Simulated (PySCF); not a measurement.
C₃H₈Se, SMILES [SeH]C(C)C.

Coordinates come from a r2SCAN-D4/def2-SVP optimisation. Other conformers were not sampled.

Two levels are set side by side: TDDFT-PBE/def2-SVPD (PySCF) and TDDFT-CAM-B3LYP/def2-SVPD (PySCF). Vertical, same geometry. The lowest singlet is HOMO→LUMO 99 % with PBE and HOMO→LUMO 79 % with the other functional; states are paired by order. Differences are taken from unrounded values.

```csv
quantity,TDDFT-PBE
lowest singlet excitation (eV),4.50
lowest triplet excitation (TDA) (eV),4.08
first bright state (f over 0.05) (eV),6.69
its oscillator strength,0.06
```

Q: These are the TDDFT-PBE values. What does TDDFT-CAM-B3LYP give? (An estimate is asked for; the answer gives what the named calculation found.)

A: 
```tsv
quantity	TDDFT-CAM-B3LYP	TDDFT-PBE minus TDDFT-CAM-B3LYP
lowest singlet excitation (eV)	4.75	-0.26
lowest triplet excitation (TDA) (eV)	4.30	-0.21
first bright state (f over 0.05) (eV)	6.81	-0.12
its oscillator strength	0.05	0.00
```

A lower first singlet is the usual sign of a functional without exact exchange. Differences between two approximate levels are no errors against the true value.

Rough cost on one machine, each run with all the roots and properties that it gave: TDDFT-CAM-B3LYP against TDDFT-PBE about 5 times.
